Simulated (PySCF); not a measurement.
C5H7F, SMILES C(=C)(F)/C=C/C.

Coordinates come from a r2SCAN-D4/def2-SVP optimisation. One conformer was computed; it need not be the lowest.

The numbers are results of PBE/def2-TZVP in PySCF, not measurements.

Symmetry labels are those of the subgroup Cs that the program uses (full group Cs).

Computed valence orbital energies around the gap with their symmetry:
```json
[
 {"orbital": "HOMO−7", "symmetry": "A'", "energy (eV)": "-10.41"},
 {"orbital": "HOMO−6", "symmetry": "A\"", "energy (eV)": "-10.20"},
 {"orbital": "HOMO−5", "symmetry": "A'", "energy (eV)": "-10.16"},
 {"orbital": "HOMO−4", "symmetry": "A'", "energy (eV)": "-9.43"},
 {"orbital": "HOMO−3", "symmetry": "A'", "energy (eV)": "-8.72"},
 {"orbital": "HOMO−2", "symmetry": "A'", "energy (eV)": "-8.54"},
 {"orbital": "HOMO−1", "symmetry": "A\"", "energy (eV)": "-7.38"},
 {"orbital": "HOMO", "symmetry": "A\"", "energy (eV)": "-5.61"},
 {"orbital": "LUMO", "symmetry": "A\"", "energy (eV)": "-1.80"},
 {"orbital": "LUMO+1", "symmetry": "A'", "energy (eV)": "0.71"},
 {"orbital": "LUMO+2", "symmetry": "A\"", "energy (eV)": "0.88"},
 {"orbital": "LUMO+3", "symmetry": "A'", "energy (eV)": "1.01"}
]
```
